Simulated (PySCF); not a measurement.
Isomers of C6H14N2Si2, mass 170.070 u with the commonest isotopes. Computed with PBE0-D3(BJ)/def2-SVP geometry optimisation, gas phase in PySCF. One conformer each, none proved a minimum here; rigid rotors.

Question: Order these by rotational constant A, largest first.
A. `[CH3:1][SiH2:2][NH:3][SiH2:4][C@@H:5]1[CH2:6][CH2:7][C@H:8]1[C:9]#[N:10]` with C1–Si2–N3–Si4 128°, Si2–N3–Si4–C5 -81°, N3–Si4–C5–C6 170°, Si4–C5–C6–C7 -140°, C5–C6–C7–C8 19°, C6–C7–C8–C9 -140°, Si4–C5–C8–C7 144°
B. `[CH:1]#[C:2][C:3](=[CH2:4])[N:5]([SiH3:6])[SiH2:7][N:8]([CH3:9])[CH3:10]` with C2–C3–N5–Si6 -21°, C3–N5–Si7–N8 -50°, N5–Si7–N8–C9 113°
C. `[CH3:1][Si@@H:2]([SiH2:3][NH2:4])[C@H:5]1[CH2:6][C@H:7]([C:8]#[N:9])[CH2:10]1` with C1–Si2–Si3–N4 -166°, Si2–Si3–N4–H -168° and 56°, C1–Si2–C5–C6 76°, Si2–C5–C6–C7 98°, C5–C6–C7–C8 141°, C6–C7–C10–C5 -18°, Si2–C5–C10–C7 -98°
D. `[N:1]#[C:2][SiH2:3][NH:4][SiH2:5][CH:6]1[CH2:7][CH2:8][CH2:9][CH2:10]1` with C2–Si3–N4–Si5 -86°, Si3–N4–Si5–C6 49°, N4–Si5–C6–C7 64°, Si5–C6–C7–C8 83°, C6–C7–C8–C9 28°, C7–C8–C9–C10 -5°, C8–C9–C10–C6 -20°
E. `[CH3:1][Si@@H:2]([SiH2:3][NH2:4])[C@H:5]1[CH2:6][C@@H:7]([C:8]#[N:9])[CH2:10]1` with C1–Si2–Si3–N4 179°, Si2–Si3–N4–H -168° and 56°, C1–Si2–C5–C6 -52°
F. `[CH3:1][N:2]([CH3:3])[Si@H:4]1[CH:5]=[CH:6][Si@H:7]([NH2:8])[CH:9]=[CH:10]1` with C1–N2–Si4–C5 -68°, C6–Si7–N8–H 156° and -62°

Answer: F (2184 MHz), E (1733 MHz), D (1548 MHz), C (1509 MHz), B (1386 MHz), A (1304 MHz).

Question: Order these by rotational constant C, largest first.
A. `[CH:1]#[C:2][C:3](=[CH2:4])[N:5]([SiH3:6])[SiH2:7][N:8]([CH3:9])[CH3:10]` with C2–C3–N5–Si6 -21°, C3–N5–Si7–N8 -50°, N5–Si7–N8–C9 113°
B. `[CH3:1][N:2]([CH3:3])[Si@H:4]1[CH:5]=[CH:6][Si@H:7]([NH2:8])[CH:9]=[CH:10]1` with C1–N2–Si4–C5 -68°, C6–Si7–N8–H 156° and -62°
C. `[CH3:1][Si@@H:2]([SiH2:3][NH2:4])[C@H:5]1[CH2:6][C@H:7]([C:8]#[N:9])[CH2:10]1` with C1–Si2–Si3–N4 -166°, Si2–Si3–N4–H -168° and 56°, C1–Si2–C5–C6 76°, Si2–C5–C6–C7 98°, C5–C6–C7–C8 141°, C6–C7–C10–C5 -18°, Si2–C5–C10–C7 -98°
D. `[N:1]#[C:2][SiH2:3][NH:4][SiH2:5][CH:6]1[CH2:7][CH2:8][CH2:9][CH2:10]1` with C2–Si3–N4–Si5 -86°, Si3–N4–Si5–C6 49°, N4–Si5–C6–C7 64°, Si5–C6–C7–C8 83°, C6–C7–C8–C9 28°, C7–C8–C9–C10 -5°, C8–C9–C10–C6 -20°

Answer: A (571.1 MHz), B (502.5 MHz), D (483.0 MHz), C (407.7 MHz).

Question: Order these by dipole moment, smallest first.
A. `[CH:1]#[C:2][C:3](=[CH2:4])[N:5]([SiH3:6])[SiH2:7][N:8]([CH3:9])[CH3:10]` with C2–C3–N5–Si6 -21°, C3–N5–Si7–N8 -50°, N5–Si7–N8–C9 113°
B. `[CH3:1][SiH2:2][NH:3][SiH2:4][C@@H:5]1[CH2:6][CH2:7][C@@H:8]1[C:9]#[N:10]` with C1–Si2–N3–Si4 -110°, Si2–N3–Si4–C5 99°, N3–Si4–C5–C6 165°, Si4–C5–C6–C7 -101°, C5–C6–C7–C8 -17°, C6–C7–C8–C9 139°, Si4–C5–C8–C7 98°
C. `[N:1]#[C:2][SiH2:3][NH:4][SiH2:5][CH:6]1[CH2:7][CH2:8][CH2:9][CH2:10]1` with C2–Si3–N4–Si5 -86°, Si3–N4–Si5–C6 49°, N4–Si5–C6–C7 64°, Si5–C6–C7–C8 83°, C6–C7–C8–C9 28°, C7–C8–C9–C10 -5°, C8–C9–C10–C6 -20°
D. `[CH3:1][N:2]([CH3:3])[Si@H:4]1[CH:5]=[CH:6][Si@H:7]([NH2:8])[CH:9]=[CH:10]1` with C1–N2–Si4–C5 -68°, C6–Si7–N8–H 156° and -62°
E. `[CH3:1][Si@@H:2]([SiH2:3][NH2:4])[C@H:5]1[CH2:6][C@H:7]([C:8]#[N:9])[CH2:10]1` with C1–Si2–Si3–N4 -166°, Si2–Si3–N4–H -168° and 56°, C1–Si2–C5–C6 76°, Si2–C5–C6–C7 98°, C5–C6–C7–C8 141°, C6–C7–C10–C5 -18°, Si2–C5–C10–C7 -98°

Answer: D (0.71 D), A (1.08 D), C (2.96 D), B (3.50 D), E (4.53 D).

```csv
SMILES,point group,Ia (u·Å²),Ib (u·Å²),Ic (u·Å²),κ,μa (D),μb (D),μc (D)
C[Si@@H]([SiH2]N)[C@H]1C[C@H](C#N)C1,C1,334.97,984.71,1239.44,-0.81,4.48,0.64,0.34
N#C[SiH2]N[SiH2]C1CCCC1,C1,326.49,856.40,1046.26,-0.80,0.85,2.78,0.57
C#CC(=C)N([SiH3])[SiH2]N(C)C,C1,364.50,738.14,884.88,-0.72,0.49,0.61,0.75
C[Si@@H]([SiH2]N)[C@H]1C[C@@H](C#N)C1,C1,291.64,951.34,1060.09,-0.91,2.98,3.27,1.09
C[SiH2]N[SiH2][C@@H]1CC[C@@H]1C#N,C1,320.98,907.28,1044.24,-0.87,1.94,1.56,2.46
C[SiH2]N[SiH2][C@@H]1CC[C@H]1C#N,C1,387.45,734.05,1037.31,-0.51,1.63,2.32,0.30
CN(C)[Si@H]1C=C[Si@H](N)C=C1,C1,231.44,944.24,1005.78,-0.96,0.40,0.45,0.38
```
